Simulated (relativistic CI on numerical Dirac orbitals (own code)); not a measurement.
# Sensitivity of the levels of Pm XXXIII to α and to the nuclear radius

Computed by Dirac-Coulomb-Breit CI, separate exchange-only KLI orbitals for each configuration, derivatives by finite differences, unscaled Slater integrals, QED left out (own radial code, finite nucleus).

CI space (outside the closed core [Ar] 3d10): 4s, 4p, 4d, 4f, 5s, 5p, 5d, 5f. Levels of other configurations are missing.

With x = (α/α₀)² − 1 an excitation energy changes as ω = ω₀ + qx; K = 2q/ω₀ is the relative enhancement. Terms are leading LS components, so labels can repeat. The field-shift factor is F = δν/δ⟨r²⟩ for the transition from the lowest level.

Lowest level 4s ²S1/2.

| Level | ω₀ (cm⁻¹) | q (cm⁻¹) | K | F (GHz/fm²) |
| --- | --- | --- | --- | --- |
| 4p ²P°1/2 | 551404 | 57510 | 0.209 | -507 |
| 4p ²P°3/2 | 840569 | 384500 | 0.915 | -525 |
| 4d ²D3/2 | 1715210 | 407200 | 0.475 | -521 |
| 4d ²D5/2 | 1774809 | 467700 | 0.527 | -520 |
| 4f ²F°5/2 | 2711286 | 460900 | 0.34 | -511 |
| 4f ²F°7/2 | 2722473 | 471700 | 0.346 | -511 |
| 5s ²S1/2 | 4312407 | 246400 | 0.114 | -276 |
| 5p ²P°1/2 | 4574888 | 270400 | 0.118 | -504 |
| 5p ²P°3/2 | 4707736 | 419800 | 0.178 | -513 |
| 5d ²D3/2 | 5117289 | 429800 | 0.168 | -511 |
| 5d ²D5/2 | 5145626 | 458600 | 0.178 | -511 |
| 5f ²F°5/2 | 5556506 | 456000 | 0.164 | -507 |
| 5f ²F°7/2 | 5563486 | 462800 | 0.166 | -507 |

At this charge energies of transitions that change n are usually good to better than 1 %, and those within a shell (Δn = 0) to a few per cent.
